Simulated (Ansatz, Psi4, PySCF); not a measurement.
Gas-phase reaction in SMILES: [SiH3]c1[c-]occ1 -> c1c([SiH3])[c-]co1

Wanted: isomerisation energy (electronic), in kcal/mol. Set-up: no spin-orbit coupling; six Cartesian d functions in 6-31G* and its kin unless marked 5d; non-relativistic; LANL2DZ with its own core potentials from Na on; frozen cores in correlated levels; 6-311+G** with 5d, 6d on Na to Ar in Ansatz (a program for electronic structure); dispersion terms only where a functional's name holds one. Basis-set limits of correlation are two-point, X^-3; Hartree-Fock from the larger set. First-principles rows: single points at B3LYP-D3(BJ) geometries (Ansatz). Sets without +, aug- or the D of def2-TZVPD hold no diffuse functions, which anions need.

Coupled cluster (Ansatz) is a level with limits of its own, used here on species with T1 under 0.025 (0.045 for open shells) and stable references: CCSD(T)/CBS(aug-cc-pV(T+d)Z,aug-cc-pV(Q+d)Z).

Value to compare with, CCSD(T)/CBS(aug-cc-pV(T+d)Z,aug-cc-pV(Q+d)Z) (Ansatz): 6.2 kcal/mol.

```
level                            program  isomerisation energy (electronic) (kcal/mol)  difference
------------------------  --------------  --------------------------------------------  ----------
HF/LANL2DZ                        Ansatz                                          12.5         6.3
HF/6-311+G**                      Ansatz                                           8.4         2.2
PBE/6-31G*                        Ansatz                                           6.4         0.2
BP86/def2-SVP                      PySCF                                           6.1        -0.1
B3LYP/STO-3G                      Ansatz                                          13.2         7.0
B3LYP/3-21G                       Ansatz                                           8.9         2.7
B3LYP/def2-SVP                    Ansatz                                           6.9         0.7
PBE0/6-31G*                       Ansatz                                           7.3         1.1
PBE0/6-311+G**                    Ansatz                                           5.9        -0.3
M06-2X/6-31G* (5d)                 PySCF                                           7.7         1.5
wB97X-D/6-311+G**                   Psi4                                           6.2         0.0
MP2/STO-3G                        Ansatz                                          13.1         6.9
B3PW91/6-31G* (5d)                 PySCF                                           7.2         1.0
r2SCAN-D4/def2-TZVPD      Ansatz + dftd4                                           5.7        -0.5
wB97X-V/def2-TZVPD                Ansatz                                           6.8         0.6
B2PLYP-D3(BJ)/def2-TZVPD  Ansatz + dftd3                                           5.9        -0.3
```

10 of the 13 habitual levels lie above CCSD(T)/CBS(aug-cc-pV(T+d)Z,aug-cc-pV(Q+d)Z) (Ansatz); their mean absolute difference is 2.3 kcal/mol, the median 1.1.

The levels are drawn from those run, B3LYP/6-31G* more often than the rest, none by its result; left out are runs that failed, that the program found above a lower state of the same kind, or whose <S^2> lies over 0.5 above the pure value.
